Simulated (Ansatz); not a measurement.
# Two structures, one formula

The two ends of one reaction step of ZrH$_{3}$Cl$_{3}$O, singlet (PBE0-D4/def2-TZVP).

A:

Zr1  (0.010, -0.307, -0.975)
O2  (1.070, -0.982, 0.420)
Cl3  (0.534, -1.458, -2.937)
Cl4  (-2.250, -0.634, -0.473)
Cl5  (0.462, 1.967, -1.274)
H6  (-0.445, 1.614, 1.980)
H7  (-0.983, 1.116, 2.121)
H8  (1.602, -1.317, 1.138)
(Å)

B:

Zr1  (-0.593, 0.206, -0.559)
O2  (1.213, -0.124, 0.883)
Cl3  (0.242, -1.870, -1.356)
Cl4  (-2.784, 0.206, -1.341)
Cl5  (0.376, 2.173, -1.353)
H6  (1.009, -0.055, 1.820)
H7  (-1.184, 0.391, 1.175)
H8  (1.722, -0.928, 0.732)
(Å)

Ansatz 0.2.0; basis: def2-TZVPP; cores frozen in the correlated methods. Core potentials replace the inner electrons of the atoms past krypton. B3LYP uses VWN-RPA correlation.

Problem. Which structure is lower at CCSD(T), and by how much? (Judge from chemistry; the value comes from the calculation.)

Solution. By the calculation: A, by 91.8 kJ/mol (electronic energy, against the other). By their contacts, A is a complex of ZrHCl₃O ([OH][Zr]([Cl])([Cl])[Cl]) + H₂ and B is ZrH₃Cl₃O ([OH2][ZrH]([Cl])([Cl])[Cl]).

All methods give the same order:

```json
{"method": "SPW92", "E(B) − E(A) (kJ/mol)": "78.7"}
{"method": "PBE-D4", "E(B) − E(A) (kJ/mol)": "100.5"}
{"method": "BLYP-D4", "E(B) − E(A) (kJ/mol)": "108.8"}
{"method": "r2SCAN-D4", "E(B) − E(A) (kJ/mol)": "100.2"}
{"method": "B97M-V", "E(B) − E(A) (kJ/mol)": "85.5"}
{"method": "PBE0-D4", "E(B) − E(A) (kJ/mol)": "91.8"}
{"method": "B3LYP-D4", "E(B) − E(A) (kJ/mol)": "100.9"}
{"method": "r2SCAN0-D4", "E(B) − E(A) (kJ/mol)": "91.9"}
{"method": "BHLYP-D4", "E(B) − E(A) (kJ/mol)": "90.8"}
{"method": "CAM-B3LYP-D4", "E(B) − E(A) (kJ/mol)": "97.2"}
{"method": "wB97X-V", "E(B) − E(A) (kJ/mol)": "96.4"}
{"method": "wB97M-V", "E(B) − E(A) (kJ/mol)": "92.1"}
{"method": "B2PLYP", "E(B) − E(A) (kJ/mol)": "102.8"}
{"method": "PBE-QIDH", "E(B) − E(A) (kJ/mol)": "91.7"}
{"method": "RPA on PBE", "E(B) − E(A) (kJ/mol)": "90.2"}
{"method": "HF", "E(B) − E(A) (kJ/mol)": "90.8"}
{"method": "MP2", "E(B) − E(A) (kJ/mol)": "102.0"}
{"method": "CCSD", "E(B) − E(A) (kJ/mol)": "88.0"}
{"method": "CCSD(T)", "E(B) − E(A) (kJ/mol)": "91.8"}
```

T1 diagnostic: at most 0.016.

Labels in which every atom is bracketed show which atoms are joined, not bond orders.

For scale, one of the runs: CCSD(T)/def2-TZVPP, 255 basis functions, launched by `ansatz run in.yaml --threads 8 --pin off --events-out ev --progress --plain --max-ram 19148MiB`. Hardware: 8 CPU threads of an Arm Neoverse V1, shared host. Wall time 3.3 min; peak host memory 6 GiB.
